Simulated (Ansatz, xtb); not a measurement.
Two isomers of C4H3ClOS

Structure X is `CC(=O)C(Cl)=C=S`, a singlet and structure Y is `O=CC(=C=S)CCl`, a singlet. Both are isolated molecules in the gas phase, relaxed with r2SCAN-D4/def2-SVP; the shapes shown needn't be the lowest conformers.

X (Å):

```yaml
atoms:
  - { symbol: C, position_ang: [0.9134, -0.4665, -0.6459] }
  - { symbol: C, position_ang: [-0.3556, -1.1929, -1.0124] }
  - { symbol: C, position_ang: [-0.2522, -2.6797, -1.1463] }
  - { symbol: C, position_ang: [0.8655, -3.3791, -0.9663] }
  - { symbol: Cl, position_ang: [-1.7011, -3.5372, -1.5663] }
  - { symbol: O, position_ang: [-1.4175, -0.6392, -1.1954] }
  - { symbol: S, position_ang: [2.1949, -4.1572, -0.7465] }
  - { symbol: H, position_ang: [1.2972, -0.8258, 0.3224] }
  - { symbol: H, position_ang: [1.6956, -0.6514, -1.3996] }
  - { symbol: H, position_ang: [0.7076, 0.6095, -0.5842] }
```

Y (Å):

```
atom    x (Å)    y (Å)    z (Å)
   C   0.2621   1.3449  -1.0781
   C   0.9634   0.3923  -0.1799
   C   2.2233   0.6162   0.1832
   C   0.2116  -0.8412   0.2253
  Cl   0.4824  -2.2048  -0.9336
   O  -0.8873   1.1796  -1.4206
   S   3.6907   0.9287   0.5802
   H   0.8603   2.2281  -1.4062
   H  -0.8617  -0.6081   0.1876
   H   0.5005  -1.2027   1.2195
```

Quicker runs give these differences E(Y) − E(X): GFN2-xTB +0.245 eV; HF/STO-3G +0.081 eV (at GFN2-xTB geometries); r2SCAN-D4/def2-SVP//GFN2-xTB +0.011 eV.

Q: Estimate E(Y) − E(X) at the level CCSD(T)/def2-SVP + ΔMP2/def2-TZVPP.

A: Too close to call at this level: CCSD(T)/def2-SVP + ΔMP2/def2-TZVPP gives E(Y) − E(X) = −0.008 eV.

The same difference at several levels:

```
                             level            geometry  E(Y) − E(X) (eV)  departure from the last row (eV)  job, with rough time for the two
                          GFN2-xTB            GFN2-xTB              +0.245                            +0.253              optimisation, 0.19 s
                         HF/STO-3G            GFN2-xTB              +0.081                            +0.089              single point, 0.62 s
      r2SCAN-D4/def2-SVP//GFN2-xTB            GFN2-xTB              +0.011                            +0.019               single point, 6.6 s
                r2SCAN-D4/def2-SVP  r2SCAN-D4/def2-SVP              +0.008                            +0.017                optimisation, 89 s
                       HF/def2-SVP  r2SCAN-D4/def2-SVP              −0.111                            −0.103           part of the CCSD(T) run
                      MP2/def2-SVP  r2SCAN-D4/def2-SVP              −0.014                            −0.006           part of the CCSD(T) run
                  CCSD(T)/def2-SVP  r2SCAN-D4/def2-SVP              −0.018                            −0.009                      single point
CCSD(T)/def2-SVP + ΔMP2/def2-TZVPP  r2SCAN-D4/def2-SVP              −0.008                                                  single point, 91 s
```

As drawn, both hold the same kinds of bond in the same numbers. Structure X has 1 methyl group, Y 0.

The largest departure from CCSD(T)/def2-SVP + ΔMP2/def2-TZVPP is that of GFN2-xTB, 0.253 eV. The last row adds to CCSD(T) the change of the MP2 difference between the two basis sets, here +0.009 eV.

With thermal terms from frequencies at re-optimised GFN2-xTB minima (ideal gas, soft modes damped towards free rotors, one conformer each, 298.15 K, 1 atm): the zero-point term adds +0.005 eV; ΔH is −0.015 and ΔG +0.008 eV.

The correlated steps freeze 15 core orbitals. Codes used: Ansatz 0.2.0, xtb 6.7.1; the last row on 2 threads of Arm Neoverse V1 on a shared host.
